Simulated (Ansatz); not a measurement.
C$_{3}$H$_{8}$ClNSi, SMILES `C=CCN[SiH2]Cl` at its PBE0-D4/def2-TZVP geometry, where that method's forces vanish. Charge 0, multiplicity 1.

```xyz
14

C     1.6637    1.4301    0.7107
C     0.4300    1.2744    1.1657
C    -0.5403    0.2303    0.7104
N     0.0165   -0.7361   -0.2068
Si   -0.7975   -1.3482   -1.5638
Cl   -2.3514   -2.6489   -1.1256
H     2.0611    0.7916   -0.0704
H     2.3099    2.2095    1.0958
H     0.0538    1.9378    1.9416
H    -0.9733   -0.2553    1.5971
H    -1.3858    0.7288    0.2185
H     0.7701   -1.2768    0.1905
H     0.1719   -2.1140   -2.3762
H    -1.4286   -0.2232   -2.2875
```

(1) What forces (eV/Å) does PBE-D4/def2-TZVPP give on these atoms in Ansatz 0.2.0? (Estimate.)

Answers

(1) Ansatz gave: 
```
C1   0.361  0.063 -0.110
C2  -0.331 -0.030  0.124
C3   0.017  0.079  0.075
N4   0.044  0.090 -0.076
Si5 -0.039 -0.050 -0.200
Cl6 -0.231 -0.189  0.051
H7   0.096 -0.134 -0.167
H8   0.146  0.156  0.071
H9  -0.092  0.139  0.169
H10 -0.118 -0.093  0.197
H11 -0.194  0.092 -0.096
H12  0.279 -0.189  0.130
H13  0.126 -0.076 -0.090
H14 -0.062  0.142 -0.078
```
